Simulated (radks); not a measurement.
Values are calculated unless marked as measured or tabulated.
Coulomb parameter of the 3d shell of the titanium ion Ti2+ in the model configuration [Ar] 3d1 4s1, as a second difference U = [E(n + 0.5) + E(n - 0.5) - 2 E(n)] / (0.5)^2 with all orbitals relaxed. "Bare": the charge of the atom changes with n. "Screened": the 4s shell takes up the change at fixed total charge, which measures U(3d,3d) + U(4s,4s) - 2 U(3d,4s). Code: a radial shooting solver on a logarithmic mesh with Libxc functionals. Model: scalar-relativistic Kohn-Sham, r2SCAN, spin-unpolarised, spherical densities, finite nucleus; meta-GGA in the generalised Kohn-Sham scheme; Fermi nuclear charge, rms radius 3.5921 fm.

| case | configuration | E - E(n) (eV) |
|---|---|---|
| start | [Ar] 3d1 4s1 | 0.000 |
| bare +0.5 | [Ar] 3d1.5 4s1 | -10.436 |
| bare -0.5 | [Ar] 3d0.5 4s1 | 14.146 |
| screened +0.5 | [Ar] 3d1.5 4s0.5 | -2.491 |
| screened -0.5 | [Ar] 3d0.5 4s1.5 | 3.232 |

U(bare) = 14.840 eV, U(screened by 4s) = 2.962 eV, against the Slater integral F0(3d,3d) = 19.097 eV with frozen orbitals.
